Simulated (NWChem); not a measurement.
## Basis-set convergence for HF₂Ga

```xyz
4

Ga     0.0000     0.0000    -0.3217
H      0.0000     0.0000    -1.8741
F      1.4615     0.0000     0.6581
F     -1.4615     0.0000     0.6581
```
Charge 0, spin multiplicity 1.

Program: NWChem. Structure: optimised with PBE/def2-SVP, a minimum by its harmonic frequencies.

Quantity: first vertical ionisation energy at the level G0W0@PBE.

The Hamiltonian is non-relativistic. GW and range-separated runs recompute their integrals, the others keep them in memory, which bears on the times. The structure started from a generated list of species.

Relative cost: rough, from shared machines, SCF included, def2-SVP = 1.

Q: In def2-QZVP the value is 12.67 eV. Among def2-SVP, def2-SVPD, def2-TZVPP, which is the smallest basis within 0.1 eV of it?

A: No smaller set comes that close. def2-QZVP isn't the basis-set limit itself, and a small set can land close by cancellation.

```tsv
basis	functions	first vertical ionisation energy (eV)	relative cost
def2-SVP	65	11.93	1
def2-SVPD	92	12.26	under 3
def2-TZVPP	124	12.46	4
def2-QZVP	219	12.67	30
```
